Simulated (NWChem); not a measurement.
**Atomisation of dimethyl selenide (C2H6Se)**

```xyz
9

C     -1.4726     0.0000     0.8216
Se     0.0000     0.0000    -0.4749
C      1.4726     0.0000     0.8216
H     -1.4380     0.9013     1.4502
H     -2.4075     0.0000     0.2438
H     -1.4380    -0.9013     1.4502
H      1.4380     0.9013     1.4502
H      2.4075     0.0000     0.2438
H      1.4380    -0.9013     1.4502
```
Charge 0, spin multiplicity 1.

All runs are NWChem calculations. All single points use one geometry, from B3LYP/def2-SVP, a minimum by its harmonic frequencies.

Basis set: def2-TZVP. The atomisation energy is electronic alone: no zero-point, thermal, spin-orbit or counterpoise terms. No value is extrapolated to the basis-set limit. Free atoms are single determinants with multiplicities C 3, Se 3, H 2.

The Hamiltonian is non-relativistic. B3LYP has NWChem's definition, with VWN1-RPA local correlation. The stability of the SCF solutions was not checked.

### Question
Order these methods by the atomisation energy they give, lowest first: BP86, TPSS, PBE, PBE0.

### Answer
PBE0 (749.4 kcal/mol), TPSS (757.6 kcal/mol), PBE (758.6 kcal/mol), BP86 (769.5 kcal/mol)
